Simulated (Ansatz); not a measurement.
`CO[SiH](C)[GeH3]` + CH₃SH → `C[S][GeH3]` + `CO[SiH2]C`  (cleavage of the Ge–Si bond)

Program: Ansatz. Geometries: PBE0-D4/def2-TZVP. ΔE: electronic, gas phase. CCSD(T)/CBS adds triple-zeta CCSD(T) − MP2 to the extrapolated MP2 energy (def2 sets, frozen cores). This one scheme is used for every species. Functionals use def2-TZVPP. For Ge outer-core shells are correlated without core-valence functions, which leaves a few kJ/mol of doubt a bond. Scalar relativity is left out up to krypton. One conformer a species, not always the lowest.

`CO[SiH](C)[GeH3]`:

Z-matrix (Å, degrees):
```
C
O 1 1.407
H 1 1.096 2 111.6
H 1 1.091 2 108.3 3 -119.2
H 1 1.097 2 111.6 3 121.4
Si 2 1.649 1 123.0 3 -65.2
Ge 6 2.391 2 111.1 1 62.7
C 6 1.859 2 106.9 1 -175.6
H 6 1.496 2 109.2 1 -55.7
H 7 1.541 6 112.4 2 -57.4
H 7 1.541 6 110.5 2 -177.0
H 7 1.541 6 111.6 2 63.4
H 8 1.093 6 110.5 2 178.5
H 8 1.093 6 110.4 2 58.6
H 8 1.092 6 110.8 2 -61.5
```

CH₃SH:

Cartesian coordinates in Å:
```
C 0.158 0.330 -0.327
S 0.005 -1.318 0.395
H -0.808 0.718 -0.648
H 0.796 0.219 -1.205
H 0.635 1.026 0.362
H -0.787 -0.975 1.423
```

`C[S][GeH3]`:

```xyz
9

C    -0.003   -1.399    0.672
S    -0.039   -0.842   -1.053
Ge    0.001    1.344   -0.718
H     0.907   -1.073    1.176
H    -0.020   -2.489    0.650
H    -0.878   -1.048    1.221
H    -0.022    2.000   -2.104
H     1.279    1.734    0.048
H    -1.226    1.772    0.108
```

`CO[SiH2]C`:

Z-matrix (Å, degrees):
```
C
O 1 1.406
H 1 1.092 2 108.4
H 1 1.097 2 111.7 3 -119.3
H 1 1.096 2 111.6 3 119.1
Si 2 1.646 1 122.9 3 170.6
C 6 1.864 2 112.5 1 66.4
H 6 1.493 2 109.3 1 -54.7
H 6 1.483 2 105.4 1 -172.6
H 7 1.093 6 111.6 2 -62.6
H 7 1.093 6 111.1 2 58.5
H 7 1.094 6 110.0 2 178.1
```

```csv
level,ΔE (eV)
revPBE-D4,-0.24
PBE0-D4,-0.25
MP2/def2-SVP,-0.36
SCS-MP2/def2-QZVPP,-0.38
```

Question: What does CCSD(T)/CBS give? (Best estimate.)

Answer: Ansatz gave: -0.29 eV. The listed levels differ from it by 0.05, 0.04, -0.07, -0.09 eV.

Largest T1 diagnostic among the species: 0.012.

Leaving LDA and LC-ωPBE aside and taking each functional with its dispersion term where it has one, the values, not all of them listed here, spread over 0.11 eV, from B2PLYP to PBE-D4. LDA lies +0.04 eV from PBE without D4. From PBE to PBE0 (25 % exact exchange), in def2-TZVPP and without D4, ΔE moves by −0.04 eV. In def2-TZVPP, CCSD(T) changes the Hartree–Fock value by +0.15 eV (the triples alone add +0.00 eV) and MP2 by +0.08 eV.
